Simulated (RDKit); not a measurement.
Job for RDKit: UFF on C4H8O (a complex).

```python
from rdkit import Chem
from rdkit.Chem import AllChem, rdDetermineBonds

blocks = [
'''2

C    -1.46575172   -0.15330927    0.90155370
O    -0.45282755   -0.35188235    0.45449723
''',
'''11

C     0.08141991    1.33975611    4.01076423
C     0.71704592   -0.04503129    3.92164698
C    -0.23969216   -1.16036814    4.33427042
H     0.77889633    2.12250992    3.70659903
H    -0.80062482    1.41007017    3.36913511
H    -0.24086081    1.55763461    5.03204310
H     1.60873896   -0.07767638    4.55461206
H     1.06578444   -0.22201973    2.90019720
H     0.23102120   -2.14237102    4.25817874
H    -0.57281498   -1.02845457    5.36672841
H    -1.13181437   -1.16740726    3.70283975
''',
]
mol = None
for b in blocks:
    f = Chem.MolFromXYZBlock(b)
    rdDetermineBonds.DetermineBonds(f, charge=0)
    mol = f if mol is None else Chem.CombineMols(mol, f)
Chem.SanitizeMol(mol)
print(Chem.MolToSmiles(Chem.RemoveHs(mol)))
ff = AllChem.UFFGetMoleculeForceField(mol, vdwThresh=100.0, ignoreInterfragInteractions=False)
e = ff.CalcEnergy()
print(f'UFF energy {e:.6f} kcal/mol')
```

It printed:

```
CCC.[C-]#[O+]
UFF energy 1.451624 kcal/mol
```

The run finished.

Cost: very roughly 0.010 core-seconds.
